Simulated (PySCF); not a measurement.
Hg: excitation energy

Hg [Xe] 4f14 5d10 6s2 (1S) → Hg [Xe] 4f14 5d9 6s2 6p1 (high-spin determinant), as a difference of total energies. All numbers are calculated (PySCF 2.14, scalar relativity through the core potential, in def2-QZVPPD with the def2 core potential (60 electrons)). Correlated levels: valence: 5s2 5p6 frozen; valence and next inner shell: nothing frozen outside the core potential. The calculations carry no spin-orbit coupling.

```csv
method,excitation energy (eV)
UHF,8.728
PBE,9.766
PBE0,9.666
r2SCAN,9.703
TPSSh,9.637
M06-L,10.196
B97-3,9.844
MP2 (valence),10.342
SCS-MP2 (valence),10.233
MP2 (valence and next inner shell),10.115
SCS-MP2 (valence and next inner shell),9.986
```

Q: Estimate what BLYP gives.

A: 9.722 eV, closest to r2SCAN among the rows shown.

Q: Estimate what LDA gives.

A: 9.940 eV, closest to SCS-MP2 (valence and next inner shell) among the rows shown.

The determinant of the upper state mixes LS terms, which raises its energy above the lowest term, most at the Hartree-Fock and MP2 levels.
